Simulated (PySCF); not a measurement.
Bi(Me)2(OH) (C₂H₇BiO), SMILES [Bi]([CH3])([CH3])[OH]. Coordinates come from a PBE0-D3(BJ)/def2-SVP optimisation. The structure was generated by enumeration; whether it is a known compound was not checked. The def2 effective core potentials stand for the cores of Bi; spin–orbit coupling is left out. The values are those of a single conformer.

Problem. Give the equilibrium geometry at PBE0-D3(BJ)/def2-SVP (PySCF confirms it by a frequency run) as bond lengths and angles, and its point group. (An estimate is asked for; the answer gives what the named calculation found.)

Solution. Several could match; the one computed here: point group Cs.
Atoms: Bi1 C2 H3 H4 H5 C6 H7 H8 H9 O10 H11. Bond lengths (Å): Bi1–C2 2.274, Bi1–C6 2.274, Bi1–O10 2.105, C2–H3 1.100, C2–H4 1.099, C2–H5 1.099, C6–H7 1.099, C6–H8 1.099, C6–H9 1.100, O10–H11 0.965. Bond angles (°): C2–Bi1–C6 91.5, C2–Bi1–O10 96.1, C6–Bi1–O10 96.1, Bi1–C2–H3 109.5, Bi1–C2–H4 109.2, Bi1–C2–H5 109.8, H3–C2–H4 109.3, H3–C2–H5 109.5, H4–C2–H5 109.6, Bi1–C6–H7 109.8, Bi1–C6–H8 109.2, Bi1–C6–H9 109.5, H7–C6–H8 109.6, H7–C6–H9 109.5, H8–C6–H9 109.3, Bi1–O10–H11 109.6.
